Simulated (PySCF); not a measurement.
# Excitation energy of Zn²⁺ by level of theory

Zn²⁺ [Ar] 3d10 (1S) → Zn²⁺ [Ar] 3d9 4s1 (3D), as a difference of total energies. Calculation: PySCF 2.14, in x2c-TZVPPall with one added diffuse shell each of s, p, d, f type (7s6p5d3f1g, 80 functions); scalar relativity by spin-free X2C-1e. Correlated levels: valence and next inner shell: [Ne] frozen. The calculations carry no spin-orbit coupling.

| method | excitation energy (eV) |
| --- | --- |
| UHF | 8.090 |
| MP2 (valence and next inner shell) | 10.616 |
| SCS-MP2 (valence and next inner shell) | 10.340 |
| CCSD (valence and next inner shell) | 9.675 |
| CCSD(T) (valence and next inner shell) | 9.733 |

Question: How much does correlation contribute at CCSD(T) (valence and next inner shell)?

Answer: 9.733 − (8.090) = 1.643 eV, measured against UHF.
